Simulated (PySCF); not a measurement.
# Computed data sheet: `C[S+](C)[AlH3-]`

C₂H₉AlS.
Atom-mapped SMILES: `[CH3:1][S+:2]([CH3:3])[AlH3-:4]` (hydrogens: H5, H6, H7 on C1; H8, H9, H10 on C3; H11, H12, H13 on Al4)

PBE0-D3(BJ)/def2-SVP geometry optimisation, gas phase (PySCF):

```
Point group                  : Cs
Rotational constants A, B, C : 5.549, 2.803, 2.228 GHz
```

**CAM-B3LYP/def2-SVPD ground state, ΔSCF and vertical TDDFT (core frozen in the response) (PySCF)**

```
Dipole moment                                                     : 4.70 D
HOMO energy                                                       : -8.99 eV
LUMO energy                                                       : 0.74 eV
HOMO–LUMO gap                                                     : 9.73 eV
Lowest singlet excitation                                         : 6.53 eV (190 nm, f = 0.003)
Strongest line among the 10 lowest singlet transitions            : S7 at 7.55 eV (164 nm, f = 0.117)
Lowest triplet excitation (Tamm–Dancoff)                          : 6.04 eV
Static isotropic polarisability                                   : 80.8 au
Vertical ionisation energy                                        : 9.95 eV
Electronic spatial extent ⟨r²⟩ about the centre of nuclear charge : 637 bohr²
```

From PBE0/pcSseg-1 ground state and GIAO shieldings, non-relativistic (PySCF):

```
Lowest Hirshfeld atomic charge                              : -0.20 e on H13
Highest Hirshfeld atomic charge                             : +0.26 e on Al4
13C chemical shifts (computed TMS as zero) by class         : 24.0 (C1/C3) ppm
1H chemical shifts (computed TMS as zero) by class          : 3.99 (H11/H12/H13), 2.12 (H5/H6/H7/H8/H9/H10) ppm
Isotropic shieldings of nuclei other than C and H, by class : 415 (Al4), 588 (S2) ppm
Mayer bond orders between heavy atoms                       : C1–S2 0.97, S2–C3 0.97, S2–Al4 0.34
```

Monoisotopic mass (most abundant isotopes): 92.0240 u.

The ΔSCF ionisation energy exceeds −ε(HOMO) by 0.96 eV with CAM-B3LYP. The 10 singlets span 6.53 to 7.71 eV, and their oscillator strengths add up to 0.40. In atomic units the dipole is 1.85 e·bohr (1 au = 2.5417 D). The largest Löwdin shares of the HOMO are 0.37 on H13, 0.36 on Al4, 0.10 on H11 and 0.09 on H12. With B = h/(8π²I), that is 505.379 GHz u Å² over I, the principal moments of inertia are 91.1, 180.3 and 226.8 u Å² (most abundant isotopes). The vertical singlet–triplet gap S1 − T1 is 0.49 eV (TDDFT singlet less Tamm–Dancoff triplet; S1: HOMO−2→LUMO+1, weight 0.76; T1: HOMO−2→LUMO+1, weight 0.72). No computed singlet falls in the visible range (750 to 380 nm, 1.65 to 3.26 eV); S1 lies 3.27 eV above its blue end. S1 lies 3.20 eV below the HOMO–LUMO gap; its leading configuration is HOMO−2→LUMO+1, weight 0.76.

Geometry: PBE0-D3(BJ)/def2-SVP; no solvent or vibrations. NMR classes are plain means over equivalent atoms (diastereotopic ones count apart unless rotation or inversion swaps them), as if these changed places fast; in this geometry the members of some classes differ.
